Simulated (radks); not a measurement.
Species: Pm2.25+. Configuration: [Kr] 4d10 4f(up 2.5, down 2.5) 5s2 6s(up 0.5, down 0.5) 5p(up 2.5, down 2.25) (fractional occupations, a model configuration).

Method: scalar-relativistic Kohn-Sham, PBE, spin-polarised, spherical densities, point nucleus; computed with a radial shooting solver on a logarithmic mesh with Libxc functionals.

Energy parts (hartree):
| part | energy |
|---|---|
| total | -10018.7127 |
| kinetic | 10686.8130 |
| electron-nucleus | -24316.1466 |
| Hartree | 3838.5860 |
| exchange-correlation | -227.9651 |

Orbitals (lengths in bohr, moments of r in powers of bohr; <r^-3> diverges for s and p1/2):
1s up: occ. 1; eigenvalue (hartree) -1655.433; <r> 0.02318; <r^4> 1.417e-06
1s down: occ. 1; eigenvalue (hartree) -1655.433; <r> 0.02318; <r^4> 1.417e-06
2s up: occ. 1; eigenvalue (hartree) -269.8163; <r> 0.09895; <r^4> 0.0002295
2s down: occ. 1; eigenvalue (hartree) -269.8160; <r> 0.09895; <r^4> 0.0002295
2p up: occ. 3; eigenvalue (hartree) -241.0272; <r^-3> 9578; <r> 0.08710; <r^4> 0.0001696
2p down: occ. 3; eigenvalue (hartree) -241.0267; <r^-3> 9578; <r> 0.08710; <r^4> 0.0001696
3s up: occ. 1; eigenvalue (hartree) -59.44513; <r> 0.2605; <r^4> 0.009079
3s down: occ. 1; eigenvalue (hartree) -59.44472; <r> 0.2605; <r^4> 0.009078
3p up: occ. 3; eigenvalue (hartree) -50.40658; <r^-3> 1966; <r> 0.2588; <r^4> 0.009492
3p down: occ. 3; eigenvalue (hartree) -50.40610; <r^-3> 1966; <r> 0.2588; <r^4> 0.009492
3d up: occ. 5; eigenvalue (hartree) -38.02505; <r^-3> 267.7; <r> 0.2362; <r^4> 0.007709
3d down: occ. 5; eigenvalue (hartree) -38.02457; <r^-3> 267.7; <r> 0.2362; <r^4> 0.007708
4s up: occ. 1; eigenvalue (hartree) -12.44755; <r> 0.5931; <r^4> 0.2292
4s down: occ. 1; eigenvalue (hartree) -12.44669; <r> 0.5931; <r^4> 0.2292
4p up: occ. 3; eigenvalue (hartree) -9.48361; <r^-3> 429.5; <r> 0.6281; <r^4> 0.3013
4p down: occ. 3; eigenvalue (hartree) -9.48271; <r^-3> 429.5; <r> 0.6281; <r^4> 0.3012
4d up: occ. 5; eigenvalue (hartree) -5.29856; <r^-3> 48.30; <r> 0.6887; <r^4> 0.4948
4d down: occ. 5; eigenvalue (hartree) -5.29733; <r^-3> 48.31; <r> 0.6886; <r^4> 0.4941
4f up: occ. 2.5; eigenvalue (hartree) -0.85611; <r^-3> 5.731; <r> 0.9893; <r^4> 4.408
4f down: occ. 2.5; eigenvalue (hartree) -0.85271; <r^-3> 5.748; <r> 0.9874; <r^4> 4.385
5s up: occ. 1; eigenvalue (hartree) -2.31031; <r> 1.419; <r^4> 7.464
5s down: occ. 1; eigenvalue (hartree) -2.30243; <r> 1.419; <r^4> 7.469
5p up: occ. 2.5; eigenvalue (hartree) -1.58080; <r^-3> 61.45; <r> 1.636; <r^4> 13.76
5p down: occ. 2.25; eigenvalue (hartree) -1.57279; <r^-3> 61.44; <r> 1.637; <r^4> 13.82
6s up: occ. 0.5; eigenvalue (hartree) -0.64020; <r> 3.394; <r^4> 233.5
6s down: occ. 0.5; eigenvalue (hartree) -0.63837; <r> 3.401; <r^4> 235.3

The highest occupied level is 6s down at -17.371 eV. Summed over all electrons, <r^2> = 48.47 bohr^2, which gives a Langevin (diamagnetic) susceptibility term of -38.4 x 10^-6 cm^3/mol.
